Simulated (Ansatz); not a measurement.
The same path of GeH4 + H (6 atoms, charge 0, multiplicity 2) was run twice with different band settings. Lost on the way: Ge1–H2. Made: H2–H6.

The calculation used UHF/def2-SVP (Ansatz).

Relaxed end points:

```xyz
6
Properties=species:S:1:pos:R:3
Ge 0.003 0.000 -0.380
H 0.009 0.000 1.154
H 1.446 0.000 -0.897
H -0.722 1.252 -0.888
H -0.722 -1.252 -0.888
H -0.012 0.000 4.911
```

```xyz
6
Properties=species:S:1:pos:R:3
Ge 0.001 0.000 -0.878
H -0.001 0.000 3.594
H 1.461 0.000 -1.348
H -0.729 1.264 -1.349
H -0.729 -1.264 -1.349
H -0.001 0.000 4.341
```

Common settings: movable images 7; climbing image yes; spring 5.0 eV/Å²; optimiser quadratic models (default); force threshold 0.03 eV/Å; iteration limit 60; end points relaxed.

| run | start path |
| --- | --- |
| 1 | through a guess of the saddle point |
| 2 | straight line |

**Question.** What does each run give, and how far can it be trusted?

**Answer.** Run 1: converged after 11 iterations, highest image 0.534 eV above the first end. A vibrational analysis at the climbing image gives one clearly imaginary mode, 1888i cm⁻¹: a first-order saddle point.
Run 2: converged after 22 iterations, highest image 0.534 eV above the first end. Another band between the same ends (7 images) ends at a top of the same energy, where a vibrational analysis finds 1 clearly imaginary mode.
